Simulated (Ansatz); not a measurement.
`O=C1B[SiH2]C1`, 10 atoms. Charge 0, multiplicity 1. All runs use 2 threads of an Arm Neoverse N1 on a shared host. Correlated methods freeze the cores.

Task: Give the basis size and wall time and peak host memory of each of these runs in Ansatz. RHF-CCSD(T)/def2-SVP energy; RKS r2SCANh-D4/def2-TZVPP energy; RKS ωB97M-V/def2-SVP energy; direct RPA on PBE orbitals/def2-TZVPP energy; RHF-MP2/def2-TZVPP energy; RHF-MP2/def2-QZVPP energy; RKS CAM-B3LYP-D4/def2-TZVPP energy; RKS PBE0-D4/def2-SVP energy; RKS revPBE-D4/def2-TZVPP energy; RKS ωB97M-V/def2-QZVPP energy; RKS PBE0-D4/def2-QZVPP energy; RKS PBE0-D4/def2-TZVP frequencies. (An estimate is asked.)

Result: Computed: Other jobs shared the machine, so times are rough.

| level | job | functions | wall time | peak host memory (GiB) |
| --- | --- | --- | --- | --- |
| RKS PBE0-D4/def2-SVP | energy | 99 | 2.7 s | 0.45 |
| RKS revPBE-D4/def2-TZVPP | energy | 236 | 7 s | 0.28 |
| RHF-MP2/def2-TZVPP | energy | 236 | 9.5 s | 0.54 |
| RKS CAM-B3LYP-D4/def2-TZVPP | energy | 236 | 9.5 s | 0.58 |
| RKS ωB97M-V/def2-SVP | energy | 99 | 12 s | 0.45 |
| RHF-CCSD(T)/def2-SVP | energy | 99 | 12 s | 0.45 |
| RKS r2SCANh-D4/def2-TZVPP | energy | 236 | 15 s | 0.53 |
| direct RPA on PBE orbitals/def2-TZVPP | energy | 236 | 21 s | 0.58 |
| RKS PBE0-D4/def2-QZVPP | energy | 448 | 24 s | 1.3 |
| RKS ωB97M-V/def2-QZVPP | energy | 448 | 58 s | 1.6 |
| RHF-MP2/def2-QZVPP | energy | 448 | 64 s | 2.6 |
| RKS PBE0-D4/def2-TZVP | frequencies | 191 | 6.5 min | 0.46 |
